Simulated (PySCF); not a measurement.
From results back to the method.

Si₅H₁₂.
SMILES: `[SiH3][SiH2][SiH2][SiH2][SiH3]`

The closed-shell ground state was solved 3 times with PySCF (density fitting, gas phase), always in the pcSseg-2 basis (383 functions), with these functionals: B97-2, KT3 and wB97X-D. The structure is a single PBE0-D3(BJ)/def2-TZVP conformer in the gas phase; no vibrational or solvent corrections.

```
row  total energy (Eh)  HOMO (eV)  LUMO (eV)  dipole (D)
  P         -1454.7300      -9.24       0.90        0.09
  Q         -1454.8122      -7.33      -0.74        0.09
  R         -1466.3768      -6.63      -1.51        0.08
```

Task: Which functional belongs to which row?

Result: P = wB97X-D, Q = B97-2, R = KT3. By rising HOMO–LUMO gap: KT3 (GGA) 5.12 eV; B97-2 (global hybrid, 21 % exact exchange) 6.59 eV; wB97X-D (range-separated hybrid) 10.14 eV. Total energies of different functionals aren't bounds to one another; each is stationary for its own functional.

Conformer computed: `[SiH3:1][SiH2:2][SiH2:3][SiH2:4][SiH3:5]`: Si1–Si2–Si3–Si4 -178°, Si2–Si3–Si4–Si5 180°.

The pairwise dispersion term of wB97X-D wasn't added to the energies; at a given geometry it leaves orbitals and properties as they are.
